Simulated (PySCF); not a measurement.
C3H4BFO, SMILES OB1C=C[C@H]1F. Geometry optimised at PBE-D3(BJ)/def2-SVP. The structure was generated by enumeration; whether it is a known compound was not checked. The values are those of a single conformer.

Computed equilibrium geometry at PBE-D3(BJ)/def2-SVP (PySCF confirms it by a frequency run) as Cartesian coordinates in Å (one conformer of several):
```xyz
10

O      1.8520     0.8390     0.0044
B      0.5558     0.5550     0.2878
C     -0.7457     1.3947     0.2968
C     -1.4134     0.2336     0.0133
C     -0.3367    -0.7952     0.3061
F     -0.1046    -1.7386    -0.7020
H      2.3885     0.0299    -0.0876
H     -1.1302     2.4241     0.3318
H     -2.4409     0.0514    -0.3585
H     -0.4964    -1.3426     1.2614
```
Charge 0, spin multiplicity 1.
